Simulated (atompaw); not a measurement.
**Mn (Z = 25): PAW (atompaw) pseudisation with PBE, scalar-relativistic reference atom.**

Mn (Z = 25), PAW, made with atompaw 4.2.0.5 (PBE, scalar-relativistic). Core [Ar], reference 3d5 4s1 4p0 (charge +1). Waves: 4s (bound): rc 2.10 bohr; 4s channel at 0.5 Ry: rc 2.85 bohr; 4p (bound, empty): rc 2.85 bohr; 4p channel at 1.3 Ry: rc 2.85 bohr; 3d (bound): rc 1.85 bohr; 3d channel at 0.55 Ry: rc 1.85 bohr. Local part: bessel scheme, radius 1.85 bohr. Core correction: smooth core density matched at 1.90 bohr. Augmentation charge: besselshape compensation charge, radius 2.35 bohr; PAW radius 2.85 bohr; waves and projectors: custom rrkj gramschmidtortho.

Q: Does the generator finish with these settings?

A: Yes, a potential is produced.

Q: Estimate the cutoffs (Ry, on a coarse ladder) from which the occupation-weighted sum of valence levels, in a spherical-Bessel basis at the reference potential, stays within 10 and 1 mRy of its value at 400 Ry.

A: 30 Ry and 50 Ry.

Q: What does a ghost test show?

A: No extra level below or beside the all-electron valence levels (s, p, d, f tested).

Q: Is the overlap operator S = 1 + Σ q|β⟩⟨β| positive definite (Bessel basis up to 400 Ry)?

A: Yes: its lowest eigenvalue is 0.12 (s channel).

Q: Which valence shell sets the plane-wave cutoff?

A: 3d: its level needs 35 Ry to come within 1 mRy, against 8 Ry for 4s.
